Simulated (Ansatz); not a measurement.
Consider the ligand exchange at the Si–C bond: `OC[SiH2]S` + H₂S → `S[SiH2]S` + CH₃OH.

Gas-phase electronic energies from Ansatz, PBE0-D4/def2-TZVP geometries. CCSD(T)/CBS adds triple-zeta CCSD(T) − MP2 to the extrapolated MP2 energy (def2 sets, frozen cores). This one scheme is used for every species. Functionals use def2-TZVPP. One conformer a species, not always the lowest.

```tsv
level	ΔE (kcal/mol)
PBE-D4	-16.8
PBE0-D4	-17.1
r2SCANh-D4	-17.2
CAM-B3LYP	-15.8
CCSD(T)/def2-SVP	-14.3
MP2/def2-TZVPP	-17.0
CCSD/def2-TZVPP	-15.9
SCS-MP2/def2-QZVPP	-17.2
```

Task: What does CCSD(T)/CBS give? (Best estimate.)

Result: Computed: -16.7 kcal/mol. The listed levels differ from it by -0.1, -0.4, -0.5, 0.9, 2.4, -0.3, 0.8, -0.5 kcal/mol.

Task: What do rigid-rotor, harmonic-oscillator terms from PBE0-D4/def2-TZVP frequencies (298.15 K, 1 bar) make of the CCSD(T)/CBS value? (Estimate.)

Result: The calculation gave: ΔZPE = +2.5 kcal/mol, ΔH = -14.6 kcal/mol, ΔS = 13 J/(mol·K), ΔG = -15.4 kcal/mol.

Largest T1 diagnostic among the species: 0.011.

Leaving LDA and LC-ωPBE aside and taking each functional with its dispersion term where it has one, the values, not all of them listed here, spread over 1.9 kcal/mol, from PBE-QIDH to CAM-B3LYP-D4. LDA lies +1.8 kcal/mol from PBE without D4. At CCSD(T), def2-SVP lies +2.4 kcal/mol from the extrapolated value and def2-TZVPP +0.8 kcal/mol.
